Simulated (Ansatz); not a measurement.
Compare A (`C/C=C(\O)[SiH3]`) with its isomer B (`CC1C[SiH2]O1`).

Gas-phase electronic energies from Ansatz, PBE0-D4/def2-TZVP geometries. CCSD(T)/CBS is the MP2 limit (def2-TZVPP, def2-QZVPP) plus CCSD(T) − MP2 in def2-TZVPP, frozen cores. Functionals use def2-TZVPP. One conformer a species, not always the lowest.

Problem. Which is lower in electronic energy at CCSD(T)/CBS, and by how much? (Best estimate.)

Solution. Computed: B, by 126.8 kJ/mol.

Problem. Give E(B) − E(A) in kJ/mol with ωB97M-V, CCSD(T)/def2-TZVPP, HF/def2-TZVPP, PBE0-D4, PBE-D4, MP2/def2-TZVPP, B2PLYP. (Best estimate.)

Solution. The calculation gave: ωB97M-V -129.5, CCSD(T)/def2-TZVPP -126.6, HF/def2-TZVPP -122.7, PBE0-D4 -125.9, PBE-D4 -112.0, MP2/def2-TZVPP -136.9, B2PLYP -119.8. None reverses the order clearly.

Largest T1 diagnostic: 0.012.

From PBE to PBE0 (25 % exact exchange), in def2-TZVPP and without D4, E(B) − E(A) moves by −14.3 kJ/mol. In def2-TZVPP, CCSD(T) changes the Hartree–Fock value by −3.9 kJ/mol (the triples alone add +3.0 kJ/mol) and MP2 by −14.2 kJ/mol.
